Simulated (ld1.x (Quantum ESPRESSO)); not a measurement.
## tantalum, RRKJ: configuration errors across variants

| Item | Value |
| --- | --- |
| Element | Ta (Z = 73) |
| Generator | ld1.x (Quantum ESPRESSO) 7.5 |
| Type | norm-conserving RRKJ (Kleinman–Bylander form) |
| Functional | LDA (PZ) |
| Relativity | fully relativistic |
| Frozen core | [Kr] 4d10 4f14 |
| Valence charge | 13 |
| Reference configuration | 5s2 5p6 5d3 6s2 6p0 |
| Partial waves | 5s (bound): rc 1.05 bohr; 5p (bound): rc 2.15 bohr; 5d (bound): rc 2.35 bohr |
| Local potential | all-electron potential smoothed inside 2.20 bohr (lloc = -2) |
| Core correction | none |
| rho0 | 0.01 |

Open shells are filled in proportion to 2j + 1 (rel_dist='average').

Occupied shells without a wave of their own: 6s. They enter only through the test configuration that unscreens the potential.

All-electron excitation energies from the reference (eV): (1) 5s2 5p6 5d3 6s1 6p0 8.704; (2) 5s2 5p6 5d3 6s0 6p0 24.012; (3) 5s2 5p6 5d2 6s0 6p0 47.930; (4) 5s2 5p6 5d3.5 6s1.5 6p0 0.981; (5) 5s2 5p6 5d1 6s0 6p0 83.272; (6) 5s2 5p6 5d4 6s0 6p0 10.165; (7) 5s1 5p6 5d3 6s2 6p0 79.329.

For the base: The 6s level has no wave, so the channel is fitted at the deeper level alone: the likely source of the large errors.

Tests that are not counted but printed errors over 1 eV. “wave 5p (bound): rc 2.15 bohr becomes 5p (bound): rc 2.62 bohr”: 5s2 5p6 5d1 6s0 6p0 (solver errors, printed error -724 eV).

The file “base” misses its own reference levels by 0.3 eV. The file “wave 5p (bound): rc 2.15 bohr becomes 5p (bound): rc 1.44 bohr” misses its own reference levels by 0.3 eV. The file “wave 5p (bound): rc 2.15 bohr becomes 5p (bound): rc 1.58 bohr” misses its own reference levels by 0.3 eV. The file “wave 5p (bound): rc 2.15 bohr becomes 5p (bound): rc 1.78 bohr” misses its own reference levels by 0.3 eV. The file “wave 5p (bound): rc 2.15 bohr becomes 5p (bound): rc 2.00 bohr” misses its own reference levels by 0.3 eV. The file “wave 5p (bound): rc 2.15 bohr becomes 5p (bound): rc 2.26 bohr” misses its own reference levels by 0.3 eV. The file “wave 5p (bound): rc 2.15 bohr becomes 5p (bound): rc 2.36 bohr” misses its own reference levels by 0.3 eV. The file “wave 5p (bound): rc 2.15 bohr becomes 5p (bound): rc 2.62 bohr” misses its own reference levels by 0.3 eV. The file “wave 5p (bound): rc 2.15 bohr becomes 5p (bound): rc 2.88 bohr” misses its own reference levels by 0.3 eV. The file “wave 5p (bound): rc 2.15 bohr becomes 5p (bound): rc 3.18 bohr” misses its own reference levels by 0.3 eV.

Errors AE − PS in meV (a dash: test not solved or not reliable):

```tsv
change	(1)	(2)	(3)	(4)	(5)	(6)	(7)	bound ghosts
base	+410	+991	+1284	+159	+1619	+743	-128	none
wave 5p (bound): rc 2.15 bohr becomes 5p (bound): rc 1.44 bohr	+410	+993	+1283	+159	+1607	+745	-168	none
wave 5p (bound): rc 2.15 bohr becomes 5p (bound): rc 1.58 bohr	+410	+992	+1282	+159	+1608	+744	-159	none
wave 5p (bound): rc 2.15 bohr becomes 5p (bound): rc 1.78 bohr	+410	+991	+1283	+159	+1613	+743	-143	none
wave 5p (bound): rc 2.15 bohr becomes 5p (bound): rc 2.00 bohr	+410	+991	+1284	+159	+1617	+743	-132	none
wave 5p (bound): rc 2.15 bohr becomes 5p (bound): rc 2.26 bohr	+410	+991	+1284	+159	+1619	+743	-129	none
wave 5p (bound): rc 2.15 bohr becomes 5p (bound): rc 2.36 bohr	+410	+991	+1283	+159	+1616	+743	-131	none
wave 5p (bound): rc 2.15 bohr becomes 5p (bound): rc 2.62 bohr	+410	+991	+1279	+159	–	+742	-140	none
wave 5p (bound): rc 2.15 bohr becomes 5p (bound): rc 2.88 bohr	+410	+989	+1268	+159	+1555	+741	-148	none
wave 5p (bound): rc 2.15 bohr becomes 5p (bound): rc 3.18 bohr	+409	+984	+1243	+159	+1489	+740	-149	none
```

**Question.** Give the same row for: wave 5p (bound): rc 2.15 bohr becomes 5p (bound): rc 2.96 bohr.

**Answer.** +410, +989, +1263, +159, +1541, +741, -149; bound ghosts: none.
